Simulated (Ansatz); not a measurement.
Reaction (ligand exchange at the Sn–C bond): `C=[C](F)[SnH2][CH3]` + H₂Se → `[CH3][SnH2][SeH]` + `C=CF`

Calculated with Ansatz (gas phase, PBE0-D4/def2-TZVP geometries, no zero-point term in ΔE). CBS: MP2 limit from def2 TZ/QZ plus the TZ coupled-cluster correction, frozen cores. Functionals use def2-TZVPP. def2 core potentials past Kr. For Se, Sn outer-core shells are correlated without core-valence functions, which leaves a few kJ/mol of doubt a bond. Scalar relativity is left out up to krypton. Each species was taken in one conformer, which may not be the lowest.

| level | ΔE (kJ/mol) |
| --- | --- |
| PBE-D4 | -101.2 |
| ωB97X-V | -99.8 |
| ωB97M-V | -100.5 |
| r2SCAN | -105.1 |
| HF/def2-TZVPP | -117.9 |
| MP2/def2-TZVPP | -100.7 |
| SCS-MP2/def2-QZVPP | -104.2 |
| MP2/CBS(def2) | -108.5 |

Problem. What does CCSD(T)/CBS give? (Best estimate.)

Solution. Computed: -103.6 kJ/mol. The listed levels differ from it by 2.4, 3.8, 3.1, -1.5, -14.3, 2.9, -0.6, -4.9 kJ/mol.

Largest T1 diagnostic among the species: 0.013.

In def2-TZVPP, CCSD(T) changes the Hartree–Fock value by +22.2 kJ/mol (the triples alone add +2.6 kJ/mol) and MP2 by +17.3 kJ/mol. From PBE to PBE0 (25 % exact exchange), in def2-TZVPP and without D4, ΔE moves by −4.9 kJ/mol.
